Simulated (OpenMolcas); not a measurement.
Computed transition rates of Br+

```
Program             : OpenMolcas 26.06
Method              : SS-CASPT2, IPEA 0.25 Eh, imaginary shift 0.1 Eh (closed shells correlated: 3d 4s)
Basis               : ANO-RCC-VTZP [6s5p3d1f]
Scalar Hamiltonian  : DKH2, point nucleus
Active space        : 4 electrons in 3 orbitals (4p)
State averaging     : 2S+1 = 3 even, 3 roots; 2S+1 = 1 even, 6 roots
Spin-orbit coupling : RASSI with atomic mean-field integrals over the reference wave functions, term energies averaged over their components
```

Rates come from the transition moments of the reference wave functions (E1 and E2 in the length form). At fixed line strength A goes as λ^-3 for E1 and M1 and as λ^-5 for E2, so a rate at the computed wavelength can be rescaled to the measured one. Measured vacuum wavelengths follow from level energies in NIST Handbook of Basic Atomic Spectroscopic Data. Branching counts decays inside the model space alone, at computed energies, and the table is only a selection of the E2 and M1 lines, drawn from those between levels with measured partners whose computed energy lies within a factor of 1.5 of the measured one.

```json
{"Upper": "4s² 4p⁴ ³P₀", "Lower": "4s² 4p⁴ ³P₁", "Type": "M1", "λ computed (nm)": "13150", "λ measured (nm)": "14270", "A computed (s-1)": "2.33e-02", "A rescaled (s-1)": "1.82e-02", "Branching %": "97.5"}
{"Upper": "4s² 4p⁴ ³P₁", "Lower": "4s² 4p⁴ ³P₂", "Type": "M1", "λ computed (nm)": "3475", "λ measured (nm)": "3188", "A computed (s-1)": "5.26e-01", "A rescaled (s-1)": "6.81e-01", "Branching %": "100.0"}
{"Upper": "4s² 4p⁴ ³P₀", "Lower": "4s² 4p⁴ ³P₂", "Type": "E2", "λ computed (nm)": "2749", "λ measured (nm)": "2606", "A computed (s-1)": "5.93e-04", "A rescaled (s-1)": "7.75e-04", "Branching %": "2.5"}
{"Upper": "4s² 4p⁴ ¹D₂", "Lower": "4s² 4p⁴ ³P₁", "Type": "M1", "λ computed (nm)": "1040", "λ measured (nm)": "1117", "A computed (s-1)": "2.66e-01", "A rescaled (s-1)": "", "Branching %": "13.3"}
{"Upper": "4s² 4p⁴ ¹D₂", "Lower": "4s² 4p⁴ ³P₂", "Type": "M1", "λ computed (nm)": "800.6", "λ measured (nm)": "827.2", "A computed (s-1)": "1.71e+00", "A rescaled (s-1)": "", "Branching %": "85.7"}
{"Upper": "4s² 4p⁴ ¹D₂", "Lower": "4s² 4p⁴ ³P₂", "Type": "E2", "λ computed (nm)": "800.6", "λ measured (nm)": "827.2", "A computed (s-1)": "1.88e-02", "A rescaled (s-1)": "", "Branching %": "0.9"}
{"Upper": "4s² 4p⁴ ¹S₀", "Lower": "4s² 4p⁴ ¹D₂", "Type": "E2", "λ computed (nm)": "600.8", "λ measured (nm)": "633.8", "A computed (s-1)": "4.58e+00", "A rescaled (s-1)": "3.51e+00", "Branching %": "17.8"}
{"Upper": "4s² 4p⁴ ¹S₀", "Lower": "4s² 4p⁴ ³P₁", "Type": "M1", "λ computed (nm)": "380.9", "λ measured (nm)": "404.4", "A computed (s-1)": "2.08e+01", "A rescaled (s-1)": "", "Branching %": "80.5"}
{"Upper": "4s² 4p⁴ ¹S₀", "Lower": "4s² 4p⁴ ³P₂", "Type": "E2", "λ computed (nm)": "343.2", "λ measured (nm)": "358.8", "A computed (s-1)": "4.47e-01", "A rescaled (s-1)": "", "Branching %": "1.7"}
```

Spin-changing lines and M1 lines between different terms are not rescaled, since their strength hangs on the term gaps too.

The largest correction is for 4s² 4p⁴ ¹S₀ → 4s² 4p⁴ ¹D₂ (E2): 4.58e+00 × (600.8 / 633.8)^5 = 3.51e+00 s-1, a factor of 0.77.

The computed rate and branching of 4s² 4p⁴ ³P₁ → 4s² 4p⁴ ³P₂ give the upper level a radiative lifetime of 1.000 / 5.26e-01 s-1 = 1.90e+00 s, counting decays inside the model space alone. The rescaled rate gives about 1.5e+00 s.

No measured rate stands beside these. Rescaling mends the energy factor alone: line strengths can still be far off where a level mixes with configurations outside the active space, and weak or spin-changing lines hang on small mixing coefficients that depend on the term gaps too, so rescaling need not improve them.

Term energies are means over components that CASPT2 splits; among the terms shown or strongly mixed into the levels shown the widest spread is 160 cm-1 (4s² 4p⁴ ¹D). With the s shell closed, the reference lacks s² → p² mixing. Computed and measured levels are paired by configuration, term and J; levels that our copy of the source lacks, or whose pairing is in doubt (as where it misses far off the trend of its configuration), stay unpaired. Levels of configurations outside the active space are missing.
